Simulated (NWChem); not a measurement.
System: diiodomethane (CH$_{2}$I$_{2}$); SMILES ICI

Parts of the log:

```
             Northwest Computational Chemistry Package (NWChem) 7.3.0
             --------------------------------------------------------

 C2V symmetry detected

                             Geometry "geometry" -> ""
                             -------------------------

 Output coordinates in angstroms (scale by  1.889725989 to convert to a.u.)

  No.       Tag          Charge          X              Y              Z
 ---- ---------------- ---------- -------------- -------------- --------------
    1 I                   53.0000     1.81341400     0.00000000     0.09032200
    2 C                    6.0000     0.00000000     0.00000000    -1.04218600
    3 I                   53.0000    -1.81341400     0.00000000     0.09032200
    4 H                    1.0000     0.00000000     0.90293200    -1.66050800
    5 H                    1.0000     0.00000000    -0.90293200    -1.66050800

 Effective nuclear repulsion energy (a.u.)     615.2621377391

      Symmetry information
      --------------------

 Group name             C2v
 Group number             16
 Group order               4
 No. of unique centers     3

                                Z-matrix (autoz)
                                --------

 Units are Angstrom for bonds and degrees for angles

      Type          Name      I     J     K     L     M      Value
      ----------- --------  ----- ----- ----- ----- ----- ----------
    1 Stretch                  1     2                       2.13800
    2 Stretch                  2     3                       2.13800
    3 Stretch                  2     4                       1.09435
    4 Stretch                  2     5                       1.09435
    5 Bend                     1     2     3               116.02904
    6 Bend                     1     2     4               107.41491
    7 Bend                     1     2     5               107.41491
    8 Bend                     3     2     4               107.41491
    9 Bend                     3     2     5               107.41491
   10 Bend                     4     2     5               111.19382

  xc_inp: hfexch multiplicative factor not found.

                           NWChem Geometry Optimization
                           ----------------------------

[...]

      ----------------------
      Optimization converged
      ----------------------

  Step       Energy      Delta E   Gmax     Grms     Xrms     Xmax
  ---- ---------------- -------- -------- -------- -------- --------
@    4  -13813.41782489 -4.2D-08  0.00000  0.00000  0.00019  0.00039
                                     ok       ok       ok       ok

                                Z-matrix (autoz)
                                --------

 Units are Angstrom for bonds and degrees for angles

      Type          Name      I     J     K     L     M      Value     Gradient
      ----------- --------  ----- ----- ----- ----- ----- ---------- ----------
    1 Stretch                  1     2                       2.17993    0.00000
    2 Stretch                  2     3                       2.17993    0.00000
    3 Stretch                  2     4                       1.07371    0.00000
    4 Stretch                  2     5                       1.07371    0.00000
    5 Bend                     1     2     3               116.28662   -0.00000
    6 Bend                     1     2     4               107.45124    0.00000
    7 Bend                     1     2     5               107.45124    0.00000
    8 Bend                     3     2     4               107.45124    0.00000
    9 Bend                     3     2     5               107.45124    0.00000
   10 Bend                     4     2     5               110.75037    0.00000

                         Geometry "geometry" -> "geometry"
                         ---------------------------------

 Output coordinates in angstroms (scale by  1.889725989 to convert to a.u.)

[...]

 Rotational Constants
 --------------------
 A=   0.746498 cm-1  (  1.074020 K)
 B=   0.019339 cm-1  (  0.027824 K)
 C=   0.018918 cm-1  (  0.027218 K)

 Temperature                      =   298.15K
 frequency scaling parameter      =   1.0000

 Zero-Point correction to Energy  =   18.426 kcal/mol  (  0.029364 au)
 Thermal correction to Energy     =   20.921 kcal/mol  (  0.033339 au)
 Thermal correction to Enthalpy   =   21.513 kcal/mol  (  0.034283 au)

 Total Entropy                    =   73.678 cal/mol-K
   - Translational                =   42.635 cal/mol-K (mol. weight = 267.8165)
   - Rotational                   =   26.781 cal/mol-K (symmetry #  =        2)
   - Vibrational                  =    4.261 cal/mol-K

 Cv (constant volume heat capacity) =   11.100 cal/mol-K
   - Translational                  =    2.979 cal/mol-K
   - Rotational                     =    2.979 cal/mol-K
   - Vibrational                    =    5.141 cal/mol-K

[normal modes left out]

 ----------------------------------------------------------------------------
 Normal Eigenvalue ||           Projected Infra Red Intensities
  Mode   [cm**-1]  || [atomic units] [(debye/angs)**2] [(KM/mol)] [arbitrary]
 ------ ---------- || -------------- ----------------- ---------- -----------
    1       -0.000 ||    0.003686           0.085         3.594       2.312
    2       -0.000 ||    0.000000           0.000         0.000       0.000
    3       -0.000 ||    0.000050           0.001         0.049       0.031
    4        0.000 ||    0.000093           0.002         0.091       0.058
    5        0.000 ||    0.000093           0.002         0.090       0.058
    6        0.000 ||    0.000049           0.001         0.048       0.031
    7      128.474 ||    0.000011           0.000         0.011       0.007
    8      506.165 ||    0.001517           0.035         1.479       0.951
    9      652.166 ||    0.052109           1.202        50.798      32.686
   10      801.265 ||    0.013292           0.307        12.958       8.338
   11     1200.598 ||    0.000000           0.000         0.000       0.000
   12     1295.345 ||    0.163515           3.772       159.403     102.566
   13     1587.337 ||    0.000313           0.007         0.305       0.196
   14     3319.291 ||    0.002343           0.054         2.284       1.470
   15     3404.977 ||    0.002066           0.048         2.014       1.296
 ----------------------------------------------------------------------------
```

Level: Hartree-Fock/3-21G, non-relativistic. 

Reconstruct the input file.

Several could match; the one computed here: the input that was run:
```
start job
memory heap 200 mb stack 900 mb global 1100 mb
geometry units angstroms
  I      1.813414     0.000000     0.076257
  C      0.000000     0.000000    -1.056251
  I     -1.813414     0.000000     0.076257
  H      0.000000     0.902932    -1.674573
  H      0.000000    -0.902932    -1.674573
end
basis spherical
  * library 3-21g
end
dft
  xc hfexch
  iterations 150
end
driver
  maxiter 120
end
task dft optimize
task dft freq
```
